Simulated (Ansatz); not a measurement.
Consider the formal exchange of groups at the In–I bond: `[InH2][I]` + `COC(=N)O` → `N=C(O)[O][InH2]` + `CI`.

Program: Ansatz. Geometries: PBE0-D4/def2-TZVP. ΔE: electronic, gas phase. CBS: MP2 limit from def2 TZ/QZ plus the TZ coupled-cluster correction, frozen cores. DFT in def2-TZVPP. HSE06 is defined as in plane-wave codes. Elements past krypton have def2 core potentials. For I, In outer-core shells are correlated without core-valence functions, which leaves a few kJ/mol of doubt a bond. One conformer a species, not always the lowest.

```json
{"level": "CAM-B3LYP-D4", "ΔE (kcal/mol)": "16.0"}
{"level": "HSE06", "ΔE (kcal/mol)": "17.8"}
{"level": "CCSD/def2-SVP", "ΔE (kcal/mol)": "20.8"}
{"level": "CCSD(T)/def2-TZVPP", "ΔE (kcal/mol)": "14.2"}
```

**Question.** What does CCSD(T)/CBS give? (An estimate is asked.)

**Answer.** Computed: +13.9 kcal/mol. The listed levels differ from it by 2.1, 3.9, 6.9, 0.3 kcal/mol.

Largest T1 diagnostic among the species: 0.016.

Leaving LDA and LC-ωPBE aside and taking each functional with its dispersion term where it has one, the values, not all of them listed here, spread over 5.0 kcal/mol, from BLYP-D4 to r2SCAN0-D4. LDA lies +2.8 kcal/mol from PBE without D4. From PBE to PBE0 (25 % exact exchange), in def2-TZVPP and without D4, ΔE moves by +2.2 kcal/mol.
